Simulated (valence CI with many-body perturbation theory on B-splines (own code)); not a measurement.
# Sm48+: calculated level list

Level of theory: configuration interaction combined with many-body perturbation theory (CI+MBPT): four valence electrons over a frozen Dirac-Fock core [Ne], a basis of 11 s, 11 p, 10 d, 8 f, 5 g, 2 h functions for each j, with the one-electron correlation potential Σ1, the two-electron term Σ2, the three-electron term Σ3, Breit, model QED; selected CI, second order for the rest, scaled by the run's own slope (own B-spline code, finite nucleus).

The last digits are not significant, and no measured levels were compared; by estimate large intervals hold to a few tenths of a per cent, small ones and those within an open d or f shell to about a per cent. Among the levels kept, up to 590 cm⁻¹ of a level comes from second order outside the variational space, and about a tenth of that is noise between levels of different J, which matters for small intervals.

Levels 46 to 90 of 175, with energies above the lowest level, (3s^2 3p1/2^2) J=0. "Leading %" is the weight of the configuration and term that name the level; weights of strongly mixed levels are sums over their largest components and can fall short. In the jj column 3d3/2^4 stands for four electrons in 3d with j = 3/2. Lifetimes count E1, E2, E3, M1 and M2 decay at the calculated energies, and are blank where another channel may lead or the interval is too uncertain; long ones can be off by a factor of two.

| No. | Configuration | Term | J | E (× 10³ cm⁻¹) | Leading % | g | Lifetime | Leading jj |
| --- | --- | --- | --- | --- | --- | --- | --- | --- |
| 46 | 3s3p²3d | ³P | 2 | 5120.1 | 35 | 1.329 | 4.62 ps | 3s 3p1/2 3p3/2 3d5/2 (90 %) |
| 47 | 3s3p²3d | ³G | 5 | 5123.1 | 52 | 1.286 | 80.5 ps | 3s 3p1/2 3p3/2 3d5/2 (98 %) |
| 48 | 3s3p²3d | ³D | 1 | 5168.5 | 59 | 0.936 | 1.33 ps | 3s 3p1/2 3p3/2 3d3/2 (55 %) |
| 49 | 3s3p²3d | ³F | 3 | 5191.7 | 43 | 1.236 | 4.61 ps | 3s 3p1/2 3p3/2 3d5/2 (86 %) |
| 50 | 3s3p²3d | ³P | 0 | 5234.2 | 71 |  | 1.11 ps | 3s 3p1/2 3p3/2 3d3/2 (61 %) |
| 51 | 3s3p²3d | ³F | 2 | 5238.6 | 39 | 0.967 | 883 fs | 3s 3p1/2 3p3/2 3d3/2 (71 %) |
| 52 | 3s3p²3d | ³D | 3 | 5263.6 | 60 | 1.283 | 2.86 ps | 3s 3p1/2 3p3/2 3d5/2 (86 %) |
| 53 | 3s3p²3d | ³P | 1 | 5272.9 | 44 | 1.115 | 1.16 ps | 3s 3p1/2 3p3/2 3d3/2 (52 %) |
| 54 | 3s3p²3d | ¹G | 4 | 5274.6 | 42 | 1.158 | 7.83 ps | 3s 3p1/2 3p3/2 3d5/2 (84 %) |
| 55 | 3s3p²3d | ¹D | 2 | 5291.1 | 32 | 1.120 | 2.06 ps | 3s 3p1/2 3p3/2 3d5/2 (69 %) |
| 56 | 3s3p²3d | ³D | 3 | 5354.2 | 36 | 1.183 | 1.92 ps | 3s 3p1/2 3p3/2 3d5/2 (90 %) |
| 57 | 3s3p²3d | ³F | 4 | 5366.6 | 42 | 1.135 | 2.59 ps | 3s 3p1/2 3p3/2 3d5/2 (90 %) |
| 58 | 3s3p²3d | ³D | 1 | 5385.9 | 45 | 0.853 | 3.35 ps | 3s 3p1/2 3p3/2 3d5/2 (89 %) |
| 59 | 3s3p²3d | ³P | 1 | 5464.2 | 35 | 1.387 | 2.57 ps | 3s 3p1/2 3p3/2 3d5/2 (89 %) |
| 60 | 3s3p²3d | ¹F | 3 | 5474.8 | 35 | 1.082 | 1.59 ps | 3s 3p1/2 3p3/2 3d5/2 (85 %) |
| 61 | 3s3p²3d | ³D | 2 | 5482.5 | 29 | 1.170 | 1.97 ps | 3s 3p1/2 3p3/2 3d5/2 (80 %) |
| 62 | 3s3p²3d | ³P | 0 | 5499.1 | 35 |  | 1.63 ps | 3s 3p1/2 3p3/2 3d5/2 (71 %) |
| 63 | 3s3p²3d | ³D | 2 | 5532.7 | 34 | 1.157 | 1.01 ps | 3s 3p1/2 3p3/2 3d5/2 (84 %) |
| 64 | 3s²3d² | ³F | 2 | 5575.0 | 55 | 0.829 | 538 fs | 3s^2 3d3/2^2 (69 %) |
| 65 | 3s²3d² | ³P | 0 | 5722.8 | 60 |  | 457 fs | 3s^2 3d3/2^2 (70 %) |
| 66 | 3s²3d² | ³F | 3 | 5778.7 | 78 | 1.106 | 909 fs | 3s^2 3d3/2 3d5/2 (78 %) |
| 67 | 3s²3d² | ³F | 4 | 5833.9 | 41 | 1.141 | 1.33 ps | 3s^2 3d3/2 3d5/2 (73 %) |
| 68 | 3s²3d² | ³P | 2 | 5845.9 | 39 | 1.237 | 844 fs | 3s^2 3d3/2 3d5/2 (72 %) |
| 69 | 3s²3d² | ³P | 1 | 5860.5 | 72 | 1.540 | 871 fs | 3s^2 3d3/2 3d5/2 (72 %) |
| 70 | 3p⁴ | ¹D | 2 | 5984.0 | 46 | 1.123 | 1.20 ps | 3p1/2 3p3/2^3 (63 %) |
| 71 | 3p³3d | ³F° | 2 | 6013.7 | 19 | 0.963 | 5.68 ps | 3p1/2^2 3p3/2 3d3/2 (77 %) |
| 72 | 3p⁴ | ³P | 1 | 6021.7 | 79 | 1.376 | 763 fs | 3p1/2 3p3/2^3 (79 %) |
| 73 | 3s²3d² | ¹G | 4 | 6022.3 | 42 | 1.167 | 4.82 ps | 3s^2 3d5/2^2 (66 %) |
| 74 | 3p³3d | ³P° | 0 | 6085.7 | 51 |  | 3.80 ps | 3p1/2^2 3p3/2 3d3/2 (85 %) |
| 75 | 3s²3d² | ¹D | 2 | 6102.6 | 45 | 1.210 | 2.82 ps | 3s^2 3d5/2^2 (82 %) |
| 76 | 3p³3d | ³F° | 3 | 6108.7 | 26 | 1.095 | 2.76 ps | 3p1/2^2 3p3/2 3d3/2 (84 %) |
| 77 | 3p³3d | ³D° | 1 | 6118.5 | 30 | 1.114 | 2.63 ps | 3p1/2^2 3p3/2 3d3/2 (89 %) |
| 78 | 3s3p²3d | ³F | 3 | 6184.0 | 28 | 1.304 | 1.23 ps | 3s 3p3/2^2 3d3/2 (80 %) |
| 79 | 3s3p²3d | ³D | 2 | 6190.8 | 18 | 1.334 | 929 fs | 3s 3p3/2^2 3d3/2 (70 %) |
| 80 | 3s3p²3d | ³P | 1 | 6201.0 | 30 | 1.589 | 978 fs | 3s 3p3/2^2 3d3/2 (83 %) |
| 81 | 3s3p3d² | ⁵G° | 2 | 6205.3 | 62 | 0.508 | 3.79 ps | 3s 3p1/2 3d3/2^2 (84 %) |
| 82 | 3s²3d² | ¹S | 0 | 6206.0 | 47 |  | 5.37 ps | 3s^2 3d5/2^2 (52 %) |
| 83 | 3s3p²3d | ³F | 4 | 6264.4 | 51 | 1.213 | 1.15 ps | 3s 3p3/2^2 3d3/2 (82 %) |
| 84 | 3s3p3d² | ⁵G° | 3 | 6301.0 | 40 | 0.991 | 4.00 ps | 3s 3p1/2 3d3/2^2 (84 %) |
| 85 | 3s3p²3d | ⁵F | 5 | 6313.7 | 52 | 1.297 | 7.03 ps | 3s 3p3/2^2 3d5/2 (98 %) |
| 86 | 3p³3d | ³F° | 4 | 6373.6 | 42 | 1.243 | 3.29 ps | 3p1/2^2 3p3/2 3d5/2 (89 %) |
| 87 | 3s3p²3d | ³D | 1 | 6385.6 | 45 | 0.921 | 806 fs | 3s 3p3/2^2 3d3/2 (84 %) |
| 88 | 3s3p²3d | ³F | 4 | 6392.6 | 44 | 1.253 | 2.24 ps | 3s 3p3/2^2 3d5/2 (77 %) |
| 89 | 3p³3d | ³P° | 2 | 6409.0 | 19 | 1.256 | 2.91 ps | 3p1/2^2 3p3/2 3d5/2 (81 %) |
| 90 | 3s3p²3d | ³P | 0 | 6436.1 | 72 |  | 714 fs | 3s 3p3/2^2 3d3/2 (66 %) |
